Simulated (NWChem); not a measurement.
Species: C4H3FSi; SMILES C#C[SiH](F)C#C

```xyz
9

Si    -0.4469     0.4206     0.0000
F     -1.8103    -0.4392     0.0000
C      0.5077     0.0052    -1.4903
C      1.1523    -0.2431    -2.4888
C      0.5077     0.0052     1.4903
C      1.1523    -0.2431     2.4888
H     -0.8043     1.8546     0.0000
H      1.7171    -0.4683    -3.3669
H      1.7171    -0.4683     3.3669
```
Atoms are numbered in this order, from 1.

Results from NWChem. Coordinates come from a B3LYP/6-31G* (spherical d) optimisation.

Q: Order these runs by computing time, cheapest first, and give rough ratios: TPSS/pcseg-1; TPSS/STO-3G; TPSS/aug-pcseg-1.

A: TPSS/STO-3G (1), TPSS/pcseg-1 (4), TPSS/aug-pcseg-1 (20). Ratios are rough, from one shared machine; the cheapest took very roughly 3 core-seconds. What differs between the cheapest and the dearest: highest occupied level (eV) -4.06 → -7.32; orbital gap (eV) 6.61 → 5.29; dipole (D) 0.36 → 1.96.
